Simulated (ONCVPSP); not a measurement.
Ta, ONCV: configuration errors across variants

Ta (Z = 73), optimised norm-conserving Vanderbilt (ONCV), made with ONCVPSP 4.0.1 (LDA (Perdew-Zunger), scalar-relativistic). Core [Kr] 4d10 4f14, reference 5s2 5p6 5d3 6s1.75 6p0.25. Waves: 5s+6s: rc 1.90 bohr, ncon 3, nbas 8, qcut 6.3 1/bohr, 2 projectors; 5p+6p: rc 2.55 bohr, ncon 5, nbas 8, qcut 4.9 1/bohr, 2 projectors; 5d: rc 2.65 bohr, ncon 5, nbas 10, qcut 6.5 1/bohr, 2 projectors, debl 2.1 Ha. Local part: polynomial inside 1.35 bohr (lpopt 5, dvloc0 0 Ha). Core correction: Teter function, fcfact 1.5, rcfact 1.15.

All-electron excitation energies from the reference (eV): (1) 5s2 5p6 5d3 6s2 6p0 -1.041; (2) 5s2 5p6 5d3 6s1 6p0 7.661; (3) 5s2 5p6 5d3 6s0 6p0 22.970; (4) 5s2 5p6 5d3.5 6s1.5 6p0 -0.056.

1 further variants failed, have other tests or too few solved ones, and are left out.

Errors AE − PS in meV (a dash: test not solved or not reliable):

```tsv
change	(1)	(2)	(3)	(4)	bound ghosts	GHOST(+) flags above zero
base	+0.2	-2.3	-6.1	-1.9	none	s, d
s: qcut 4.2; p: qcut 3.3; d: qcut 4.4	+0.1	-2.0	-9.1	-0.1	none	p
s: qcut 4.6; p: qcut 3.6; d: qcut 4.8	+0.1	-2.1	-8.6	-0.8	none	none
s: qcut 5.3; p: qcut 4.1; d: qcut 5.4	+0.2	-2.2	-7.2	-1.3	none	s, p
s: qcut 5.6; p: qcut 4.4; d: qcut 5.8	+0.2	-2.4	-7.3	-1.6	none	s
s: qcut 6.2; p: qcut 4.8; d: qcut 6.4	+0.2	-2.3	-6.3	-1.9	none	s, d
s: qcut 7.5; p: qcut 5.8; d: qcut 7.7	+0.3	-2.1	-4.2	-1.8	none	s
s: qcut 7.9; p: qcut 6.1; d: qcut 8.1	+0.3	-2.0	-3.5	-1.7	none	s
s: qcut 8.5; p: qcut 6.6; d: qcut 8.8	+0.3	-1.8	-2.4	-1.3	none	s
```

Q: Give the same row for: s: qcut 6.9; p: qcut 5.4; d: qcut 7.1.

A: +0.3, -2.2, -5.1, -1.9; bound ghosts: none; GHOST(+) flags above zero: none.
